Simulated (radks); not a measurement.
Q: These are the eigenvalues of the occupied orbitals of an atom or ion with whole-number occupations (hartree). Calculated with a radial shooting solver on a logarithmic mesh with Libxc functionals: non-relativistic Kohn-Sham, exchange-only B88, spin-polarised, spherical densities, point nucleus.

orbital  eigenvalue
1s up     -27.22270
1s down   -27.13127
2s up      -3.39528
2s down    -3.16144
2p up      -2.73273

Which element is it, and in what charge state? The configuration may be excited. Open shells, if any, are filled with parallel spins first.

A: Z = 9, fluorine, charge +3: F3+ in [He] 2s2 2p2. The list shows which subshells hold electrons but not how many an open one holds; the 1s level, -27.223 hartree, gives Z - s = 7.4 by -(Z - s)^2/2, which with screening narrows Z to a few neighbours, and the depths of the outer levels then fix element, charge and occupations together.
